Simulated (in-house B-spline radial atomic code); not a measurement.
Whole-atom quantities along the 51-electron series, configuration [Kr] 4d10 4f3 5s2. Breit and QED terms are first order and not part of the total energy; the density at the nucleus is averaged over the nuclear charge. Computed with an all-electron radial atomic-structure program (B-spline basis): Dirac-Hartree-Fock, average of the configuration, finite nuclei.

```
  ion   Z  E/Z² (Eh)  Σ<r²> (bohr²)  n(0)/Z³ (bohr⁻³)  Lamb diamagnetic shielding (ppm)  repulsion over attraction  Breit energy (eV)  self-energy (eV)  vacuum polarisation (eV)  Dirac less non-relativistic energy (Eh)
Pm10+  61    -2.6864         15.747            2.0459                           7028.56                    0.13863             235.65            185.45                   -27.778                                  -367.15
Sm11+  62    -2.7046         14.606            2.1049                           7188.74                    0.13696             249.18             196.8                   -29.897                                  -394.56
Eu12+  63    -2.7226         13.605            2.1755                           7350.09                     0.1353             263.26             208.7                   -32.157                                   -423.6
```
